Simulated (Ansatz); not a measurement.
`[O]=[V]([OH])([OH])[F]` + `N[CH2][SnH3]` → `[NH2][V](=[O])([OH])[OH]` + `F[CH2][SnH3]`  (redistribution)

Computed with Ansatz on PBE0-D4/def2-TZVP structures; ΔE is electronic, products minus reactants. CCSD(T)/CBS is the MP2 limit (def2-TZVPP, def2-QZVPP) plus CCSD(T) − MP2 in def2-TZVPP, frozen cores. Functionals use def2-TZVPP. def2 core potentials past Kr. For Sn, V outer-core shells are correlated without core-valence functions, which leaves a few kJ/mol of doubt a bond. Scalar relativity is left out up to krypton. One conformer a species, not always the lowest.

| level | ΔE (kJ/mol) |
| --- | --- |
| ωB97X-V | 114.7 |
| LC-ωPBE | 120.5 |

Problem. What does CCSD(T)/CBS give? (An estimate is asked.)

Solution. Ansatz gave: +107.7 kJ/mol. The listed levels differ from it by 7.0, 12.8 kJ/mol.

Largest T1 diagnostic among the species: 0.033, so the coupled-cluster value is less sure than usual.

At CCSD(T), def2-SVP lies +18.4 kJ/mol from the extrapolated value and def2-TZVPP +2.7 kJ/mol. Leaving LDA and LC-ωPBE aside and taking each functional with its dispersion term where it has one, the values, not all of them listed here, spread over 8.0 kJ/mol, from BLYP-D4 to B97M-V.
